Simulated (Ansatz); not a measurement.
Reaction (SMILES): [BH]F (BH-F) → B atom + F atom + H atom
B3LYP-D3(BJ)/def2-TZVP geometries, fixed; electronic energies without zero-point terms.
Largest species:
```xyz
3

B     -0.6180     0.4147     0.0242
F      0.5272    -0.2094    -0.0070
H     -1.6550    -0.1892    -0.0583
```
Charge 0, spin multiplicity 2.

Basis-set convergence of the atomisation energy at B3LYP with Ansatz (an electronic-structure program). All functions are spherical. The program fits the integrals of some runs and decomposes those of others, by size. Open shells are unrestricted. No added dispersion term, no relativity. Functions are those of the species that has most. Reference: the value in pcseg-4, 236.65 kcal/mol, itself unsure by roughly 0.02 kcal/mol (its mean distance from aug-pcseg-3, aug-cc-pVQZ, cc-pV5Z). Deviations are taken from unrounded values.

| basis | functions | atomisation energy (kcal/mol) | minus reference (kcal/mol) |
|---|---|---|---|
| pcseg-0 | 20 | 225.66 | -10.99 |
| def2-SV(P) | 30 | 238.05 | 1.41 |
| def2-SVP | 33 | 239.23 | 2.58 |
| pcseg-1 | 33 | 232.19 | -4.46 |
| def2-SVPD | 51 | 236.20 | -0.45 |
| def2-TZVP | 68 | 235.98 | -0.66 |
| pcseg-2 | 74 | 236.49 | -0.16 |
| def2-TZVPP | 76 | 236.13 | -0.52 |
| def2-TZVPD | 86 | 235.77 | -0.87 |
| def2-TZVPPD | 94 | 235.91 | -0.73 |
| def2-QZVPP | 144 | 236.42 | -0.22 |
| pcseg-3 | 153 | 236.65 | 0.01 |
| def2-QZVPPD | 162 | 236.41 | -0.23 |
| pcseg-4 | 263 | 236.65 | 0.00 |

The smallest set listed that lies within 2 kcal/mol of the reference with all its larger relatives (same family, alike in diffuse functions; a set with none counts only in the reference's own line) is def2-SVPD (51 functions, -0.45 kcal/mol off). Inside the window by cancellation, since a larger relative falls out: def2-SV(P).
